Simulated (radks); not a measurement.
The antimony anion Sb3-, [Xe], held by a Watson sphere: a shell of charge +3 at radius R that stands for the Madelung well of a crystal (potential energy -3/R inside, -3/r outside, in hartree with lengths in bohr). Method: scalar-relativistic Kohn-Sham, LDA (Slater exchange, Perdew-Wang correlation), spin-unpolarised, spherical densities, finite nucleus; Fermi nuclear charge, rms radius of each element as measured or else 0.836 A^(1/3) + 0.57 fm; computed with a radial shooting solver on a logarithmic mesh with Libxc functionals. Response by self-consistent Sternheimer equations with the Hartree and adiabatic LDA kernel, the relativistic mass of each level held fixed and spin-orbit coupling left out. The sphere does not respond.

R (bohr),e(4d) (eV),e(5s) (eV),e(5p) (eV),<r> 5p (bohr),sum of <r^2> (bohr^2),X-ray form factor at sin(theta)/lambda = 0.2 1/angstrom,alpha (bohr^3)
2.55,-33.186,-15.066,-7.135,2.772,85.60,40.936,49.87
5.07,-30.200,-10.433,-3.668,3.734,134.4,40.825,231.6
5.44,-30.035,-10.139,-3.337,3.865,142.6,40.850,286.9
5.48,-30.019,-10.110,-3.304,3.879,143.5,40.853,293.6
5.5,-30.011,-10.096,-3.287,3.886,144.0,40.854,296.9
